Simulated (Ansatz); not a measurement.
`C[C](F)(Cl)[SnH3]` + `[GeH3][Br]` → `[Br][SnH3]` + `C[C](F)(Cl)[GeH3]`  (redistribution)

Computed with Ansatz on PBE0-D4/def2-TZVP structures; ΔE is electronic, products minus reactants. CBS: MP2 limit from def2 TZ/QZ plus the TZ coupled-cluster correction, frozen cores. DFT in def2-TZVPP. Elements past krypton have def2 core potentials. For Br, Ge, Sn outer-core shells are correlated without core-valence functions, which leaves a few kJ/mol of doubt a bond. Scalar relativity is left out up to krypton.

**Question.** Is it downhill or uphill in electronic energy at CCSD(T)/CBS, and by how much? (An estimate is asked.)

**Answer.** Computed: Downhill: ΔE = -0.36 eV.

**Question.** What do these levels give: PBE-D4, ωB97X-V, PBE, SCS-MP2/def2-TZVPP, CCSD(T)/def2-TZVPP, MP2/def2-QZVPP? (Estimate.)

**Answer.** The calculation gave: PBE-D4 -0.30, ωB97X-V -0.33, PBE -0.30, SCS-MP2/def2-TZVPP -0.30, CCSD(T)/def2-TZVPP -0.30, MP2/def2-QZVPP -0.33 eV.

Largest T1 diagnostic among the species: 0.012.

In def2-TZVPP, CCSD(T) changes the Hartree–Fock value by +0.10 eV (the triples alone add +0.01 eV) and MP2 by +0.10 eV.
